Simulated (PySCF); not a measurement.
Vertical excitations of a molecule C3H8N, multiplicity 2 from TDA-PBE0/def2-SVPD run with PySCF, as energy in eV (oscillator strength): 3.68 (0.023), 4.72 (0.001), 4.73 (0.004), 5.26 (0.107), 5.50 (0.003), 5.53 (0.019), 5.68 (0.002), 5.92 (0.046), 6.44 (0.001), 6.75 (0.046). The structure is a stationary point at PBE-D3(BJ)/def2-SVP. One conformer was computed; it need not be the lowest.

Problem. Pick the molecule that these values belong to.
(A) [CH2]N(C)C
(B) [CH2]C(C)N
(C) [CH2]NCC
(D) CC[N]C

Solution. A, [CH2]N(C)C
